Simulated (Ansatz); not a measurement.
(1) Predict a relaxed structure of Cs3I2⁺, charge 1, singlet, at r2SCAN-D4/def2-SVP (Ansatz).

Results:

(1) 
```xyz
5

Cs    0.7389   -0.3424   -2.8993
Cs    1.5981    1.8528    1.7499
Cs   -2.3364   -1.5096    1.1511
I     1.3453   -1.6724    0.5408
I    -1.3459    1.6716   -0.5426
```
Point group D3h (tolerance 0.1 Å). This is one stationary point.

In the def2 sets Cs, I take a core potential; there is no spin–orbit coupling. The structure comes from a short search, and lower isomers may exist.
